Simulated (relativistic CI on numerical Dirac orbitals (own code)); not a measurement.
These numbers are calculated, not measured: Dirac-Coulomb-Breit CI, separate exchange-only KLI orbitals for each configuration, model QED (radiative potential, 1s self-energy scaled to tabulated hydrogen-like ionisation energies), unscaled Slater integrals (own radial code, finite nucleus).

The strongest absorption lines from the ground level of an ion, among the configurations computed and to levels below about 610 eV (vacuum wavelength in Å, gf): 27.841 (0.068), 28.037 (0.045), 38.834 (0.17), 39.555 (0.12), 206.56 (0.95), 264.11 (0.37).

Q: Which ion is it?
A. Cs²⁶⁺
B. Sb²²⁺
C. Sb²⁴⁺
D. I²⁴⁺

A: B. Sb²²⁺ has 29 electrons and the ground level 3d¹⁰4s ²S1/2; the strongest line goes to 3d¹⁰4p ²P°3/2. The pattern of lines fixes the number of electrons, and along that sequence the line energies rise steadily with the charge (about as its square where n changes within one kind of shell, about linearly where n is kept but much faster in heavy ions where fine structure, which grows about as Z⁴, sets the gap, and irregularly where shells cross), which fixes Z. Configurations outside the model, such as inner-shell arrays, can give stronger lines. At this charge energies of transitions that change n are usually good to better than 1 %, and those within a shell (Δn = 0) to a few per cent.

LS names give the leading component of a level, which can be under half, so a name can repeat, a term be missing and a line seem to break the LS rules.
